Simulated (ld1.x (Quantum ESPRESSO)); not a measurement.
**Transferability test, TM semilocal potential for xenon (Xe)**

xenon, norm-conserving Troullier–Martins (semilocal form), made with ld1.x (Quantum ESPRESSO) 7.5 (LDA (PZ), scalar-relativistic). Core [Kr] 4d10, reference 5s2 5p5 (charge +1). Waves: 5p (bound): rc 1.55 bohr; 5d channel at 0.25 Ry: rc 1.30 bohr; 5s (bound): rc 1.55 bohr. Local part: the s channel. Core correction: Bessel-smoothed model core inside 1.30 bohr.

Energies are relative to the spin-unpolarised reference configuration 5s2 5p5; without spin polarisation the order of configurations can differ from experiment. Spin-polarised rows fill each open shell by Hund’s rule, majority spin first. The frozen-core shift is the all-electron ΔE with the core orbitals held at their reference shape minus the fully relaxed ΔE.

```
   valence configuration  charge  ΔE all-electron (eV)  error AE − PS (meV)  frozen-core shift (meV)
                 5s2 5p6       0               -12.700                 +7.0                     +0.5
                 5s2 5p4      +2                21.944                 -3.4                      +14
                 5s2 5p3      +3                53.910                 -9.4                      +66
                 5s1 5p6      +1                12.235                 -2.6                     +4.9
               5s2 5p5.5    +0.5                -7.450                 +3.0                     -0.6
                 5s2 5p2      +4                96.543                  -39                     +189
5s2 5p4 (spin-polarised)      +2                21.312                 -6.3                      +19
```

**Question.** What are ΔE and the potential's error for 5s2 5p5 (spin-polarised)?

**Answer.** ΔE = -0.138 eV all-electron; the error (AE − PS) is -0.1 meV.

Levels in the configuration 5s2 5p5.5:

```csv
level,all-electron (eV),pseudo (eV)
5s,-24.530,-24.535
5p,-12.663,-12.667
```

A variational frozen-core shift is positive and of second order in the change. This column holds negative values, so the frozen-core run of ld1.x carries numerical noise or an error of first order here, and the column gives no more than the rough size of the effect.
